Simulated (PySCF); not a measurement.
Computed vibrations of [PbSF]+

[PbSF]+ (singlet). PySCF 2.14.0, RKS PBE0, Pb def2-SVP with ECP60, S def2-SVP, F def2-SVP; non-relativistic Hamiltonian with scalar-relativistic core potentials where named; density fitting; no spin-orbit coupling. Central differences of gradients.

```xyz
3

Pb   -0.1349    0.0000   -0.0057
S     2.1255    0.0000    0.0903
F    -2.1004    0.0000   -0.0892
```

Run from Python with OMP_NUM_THREADS=2. Where DIIS fails, smearing, a level shift and second-order steps follow.
It took 7.7 s on 2 threads of Arm Neoverse V1, on a shared host.

Question: What are the harmonic wavenumbers and infrared intensities?

Answer: Modes are labelled in C∞v; negative numbers are unstable modes, those under 60 cm⁻¹ near the noise; a finer grid moves soft modes by up to 10 cm⁻¹.
| cm⁻¹ | km/mol | symmetry |
| --- | --- | --- |
| 84 | 3.9 | π |
| 84 | 3.9 | π |
| 398 | 0.8 | σ+ |
| 648 | 35.8 | σ+ |

Question: Is this a minimum?

Answer: Yes. Ideal gas at 298.15 K and 1 bar: S = 290.0 J/(mol K), Cp = 55.6 J/(mol K), H − H(0 K) = 13.9 kJ/mol (rigid rotor, harmonic modes, spin degeneracy alone).
